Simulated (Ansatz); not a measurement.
`FB[AsH2]` + CH₃SH → `CS[AsH2]` + `BF` at 600 K and 1 bar (cleavage of the As–B bond).

Isolated molecules relaxed with PBE0-D4/def2-TZVP in Ansatz; ΔE leaves out vibrations. CCSD(T)/CBS is the MP2 limit (def2-TZVPP, def2-QZVPP) plus CCSD(T) − MP2 in def2-TZVPP, frozen cores. This one scheme is used for every species. For As outer-core shells are correlated without core-valence functions, which leaves a few kJ/mol of doubt a bond. Scalar relativity is left out up to krypton.

| species | CCSD(T)/CBS energy (Eh) | H − E (kJ/mol) | S (J/(mol·K)) |
| --- | --- | --- | --- |
| `FB[AsH2]` | -2361.43380 | 120.1 | 349.8 |
| CH₃SH | -438.22835 | 152.3 | 296.8 |
| `CS[AsH2]` | -2673.84263 | 190.4 | 392.7 |
| `BF` | -125.82039 | 83.0 | 253.5 |

H − E and S are ideal-gas, rigid-rotor, harmonic terms from PBE0-D4/def2-TZVP, for one conformer and one mirror image of each species. 1 Eh = 2625.50 kJ/mol, R = 8.31446 J/(mol·K).

Problem. By hand: ΔE, ΔH, ΔS and ΔG.

Solution. ΔE = (-2673.84263) + (-125.82039) − (-2361.43380) − (-438.22835) = -0.00087 Eh = -2.3 kJ/mol. Δ(H − E) = 190.4 + 83.0 − 120.1 − 152.3 = 1.0, so ΔH = -1.3 kJ/mol. ΔS = 392.7 + 253.5 − 349.8 − 296.8 = -0.4 J/(mol·K). ΔG = -1.3 − 600 × (-0.4)/1000 = -1.1 kJ/mol.

Problem. By hand: the equilibrium constant, and the temperature at which ΔG would vanish if ΔH and ΔS stayed fixed.

Solution. log₁₀ K = −ΔG/(RT ln 10) = 0.1. ΔG = 0 at ΔH/ΔS = 3250 K, far beyond where these terms or the molecules hold.

The number of gas molecules stays the same, so ΔS is small and ΔH decides. The sign of ΔG lies within the doubt. A doubt of 5 kJ/mol in ΔE shifts log₁₀ K by 0.4 here. Other conformers and mirror images would add mixing entropy, several J/(mol·K) or more a flexible species. Modes under 60 cm⁻¹, often nearly free rotors, make the harmonic entropy too high. These are equilibria of isolated gas molecules and say nothing of rates. Largest T1 diagnostic: 0.013 (customary marks: 0.02 for closed shells, 0.045 for open ones).
